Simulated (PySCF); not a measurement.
# Nonlinear optical response: `[SiH3]C=C=C=CCl`, C4H5ClSi

Geometry (Å), atoms numbered from 1 in this order:
```xyz
11

Si   -2.0399    0.5454    0.4519
C    -0.6609   -0.7026    0.2193
C     0.6099   -0.3482    0.1706
C     1.8238    0.0331    0.1269
C     3.0871    0.4037    0.0739
Cl    3.6047    2.0453    0.2119
H    -2.8049    0.2336    1.6983
H    -2.9908    0.4714   -0.6998
H    -1.4541    1.9126    0.5430
H    -0.9059   -1.7691    0.1188
H     3.9124   -0.3011   -0.0639
```

Computed, not measured: quadratic response PBE0/def2-SVPD first hyperpolarisability, Taylor convention, gas phase in PySCF 2.14.0. Geometry: PBE0-D3(BJ)/def2-SVP.

Give β for the processes computed.

In au, Taylor convention; the vector part is βᵢ = ⅓ Σⱼ (βᵢⱼⱼ + βⱼᵢⱼ + βⱼⱼᵢ); β∥ is 3/5 of the vector part along the dipole, the dipole points from − to +:
```csv
process,λ (nm),β vector norm,β∥,β HRS,depolarisation ratio
"static β(0;0,0)",∞,306.4,-114.7,118.5,6.54
"second harmonic β(−2ω;ω,ω)",1064,444.3,-177.1,174.7,5.83
"Pockels β(−ω;ω,0)",1064,343.3,-131.2,–,–
"second harmonic β(−2ω;ω,ω)",800,643.2,-268.0,257.1,5.29
"Pockels β(−ω;ω,0)",800,376.9,-146.5,–,–
```

Which lowest excitations, dipole and polarisabilities go with it?

S1 3.92 eV (f = 0.000); S2 4.66 eV (f = 0.430); S3 4.93 eV (f = 0.001); dipole 1.49 D; isotropic α 109.1 au static, 111.4 au at 1064 nm, 113.4 au at 800 nm, 119.8 au at 532 nm, 131.8 au at 400 nm.
